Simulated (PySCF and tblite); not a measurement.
Values are calculated unless marked as measured or tabulated.
Rotation: stationary points, barriers and rates

System: C3H3BrF4O, numbered as in [OH:1][C@@H:2]([C@@H:3]([F:4])[Br:5])[C:6]([F:7])([F:8])[F:9].

Motion: rotation about the C2–C3 bond (torsion O1–C2–C3–F4 from 178° to 273°, rising). Geometries: GFN2-xTB; energies: CAM-B3LYP/pcSseg-1 + D3(BJ), IEF-PCM chloroform; zero-point and thermal terms from GFN2-xTB harmonic modes (soft modes blended into free rotors). Rates follow Eyring's equation with the number of equivalent paths and no tunnelling. Run with tblite and PySCF.

```json
{"point": "start", "symmetry": "C1", "E(GFN2) kcal/mol": "0.0", "E(DFT) kcal/mol": "0.0", "ZPE change kcal/mol": "0.00", "lowest mode cm⁻¹": "36", "dipole D": "2.09"}
{"point": "saddle", "symmetry": "C1", "E(GFN2) kcal/mol": "2.7", "E(DFT) kcal/mol": "4.6", "ZPE change kcal/mol": "-0.04", "lowest mode cm⁻¹": "34i", "dipole D": "2.22"}
{"point": "end", "symmetry": "C1", "E(GFN2) kcal/mol": "2.4", "E(DFT) kcal/mol": "2.2", "ZPE change kcal/mol": "-0.06", "lowest mode cm⁻¹": "32", "dipole D": "2.56"}
```

- Electronic barrier: 4.6 kcal/mol
- Barrier with zero-point energy: 4.5 kcal/mol
- ΔH‡ (298 K): 3.9 kcal/mol
- ΔS‡ (298 K, symmetry apart): -4.3 cal/(mol K)
- Paths: 1 equivalent path
- End point: a different minimum
- Mean lifetime of the start against this motion at 298 K: 1.1 ns
- Cost: 110 s on 1 thread of Arm Neoverse V2, shared host (rough), peak memory 1.1 GiB, launched as `OMP_NUM_THREADS=1 python ens_run.py task.json out`

| T/K | ΔG‡ kcal/mol | k s⁻¹ | ΔG kcal/mol | k back s⁻¹ |
| --- | --- | --- | --- | --- |
| 200 | 4.9 | 1.8×10⁷ | 2.2 | 4.3×10⁹ |
| 250 | 5.1 | 2×10⁸ | 2.2 | 1.6×10¹⁰ |
| 298 | 5.2 | 9.5×10⁸ | 2.2 | 3.8×10¹⁰ |
| 350 | 5.4 | 3.2×10⁹ | 2.2 | 7.5×10¹⁰ |
| 400 | 5.5 | 7.8×10⁹ | 2.2 | 1.2×10¹¹ |

ΔG and ΔG‡ leave out symmetry numbers and mirror images; rates count paths: 1 out, 1 back.

Spin–orbit effects of heavy atoms on shieldings are missing.
